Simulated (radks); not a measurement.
Q: All-electron atom: Al4+ in [He] 2s2 2p(1/2: 2, 3/2: 3). Calculated with a radial shooting solver on a logarithmic mesh with Libxc functionals: Dirac Kohn-Sham, PBE, spin-unpolarised, spherical densities, finite nucleus; Fermi nuclear charge, rms radius 3.061 fm. Some entries of the table are withheld. Estimate them.

orbital,occ.,eigenvalue (eV),r(max) (bohr),<r> (bohr)
1s1/2,2,-1590.499,0.07834,0.1201
2s1/2,2,-176.2926,(1),0.6035
2p1/2,2,-138.9773,0.4148,(2)
2p3/2,3,-138.4855,0.4163,(3)

A: 
(1) 2s1/2 r(max) (bohr): 0.4878
(2) 2p1/2 <r> (bohr): 0.5648
(3) 2p3/2 <r> (bohr): 0.5667
